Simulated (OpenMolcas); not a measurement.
Cr3+ (d3) among equal point charges was computed by CASSCF with the d shell active (OpenMolcas, ANO-RCC-VDZP on the metal). Its lowest spin-free states, and all those of the highest spin:

| 2S+1 | Degeneracy | E (cm-1) |
| --- | --- | --- |
| 4 | 1 | 0.0 |
| 4 | 1 | 3128 |
| 4 | 2 | 4854 |
| 4 | 2 | 7186 |
| 4 | 1 | 7894 |
| 2 | 2 | 18908 |
| 4 | 1 | 19161 |
| 2 | 1 | 19441 |
| 2 | 2 | 20224 |
| 2 | 1 | 21309 |
| 2 | 1 | 22508 |
| 2 | 2 | 23007 |
| 4 | 2 | 25428 |

Is the site octahedral, tetrahedral or cube-like, axial, or of lower symmetry?

The states with 2S+1 = 4 have orbital degeneracies 1, 1, 2, 2, 1, 1, 2. There are pairs but no triples, so the site is axial: not cubic, but with a proper or improper axis of order three or more. The run had Cr3+ among 6 point charges of -1.76 e arranged as a trigonal antiprism (D3d), 2.03 Å from the ion, with a polar angle of 61.9° against the regular 54.74°.

Without dynamic correlation the repulsion within the d shell is too large (B by tens of per cent), so at a given field states of lower spin stand too high. This is an electrostatic model: the charges have no orbitals. No measured value stands beside these numbers.
